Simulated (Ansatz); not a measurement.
H₂N (SMILES [NH2-]), charge -1, singlet, at a GFN2-xTB geometry (a gas-phase anion, which may not be bound at this level); HF/def2-SV(P) (Ansatz, a first-principles code).

Input for Ansatz:
Ansatz 0.2 input:
```yaml
crystal:
  periodic: [false, false, false]
  atoms:
    - {symbol: N, position_ang: [-0.00186075, 0.10526655, 0.10524874]}
    - {symbol: H, position_ang: [0.81703017, -0.33632412, -0.38615523]}
    - {symbol: H, position_ang: [-0.80400491, -0.40054172, -0.35058595]}
basis:
  gaussian:
    orbitals: def2-SV_P_.json
hamiltonian:
  xc: hf
total_charge: -1
```
The basis file holds def2-SV(P) in the JSON format of the Basis Set Exchange.

Q: What does Ansatz print? Leave out banner, timings and long lists.

A: 
```
Functional definition: HF
204 factors; integrals over basis functions are off by at most 4.9e-4 eV
mean field evaluation 1: about -1507.6206 eV, gradient 1.3e1 eV
mean field evaluation 2: about -1507.6230 eV, gradient 1.3e1 eV
mean field evaluation 4: about -1508.1404 eV, gradient 7.4e-1 eV
mean field evaluation 8: about -1508.1434 eV, gradient 2.7e-2 eV
mean field -1508.14342450 eV, -55.4232485940 hartree, gradient 6.8e-5 eV, S^2 0.000000; 0 other end points of the search recorded, 0 dependent functions left out
reference -1508.14342450 eV, -55.4232485940 hartree; 5, 5 occupied and 13, 13 virtual orbitals, 204 factors
Total energy: -1508.14342450 eV, -55.4232485940 hartree
```
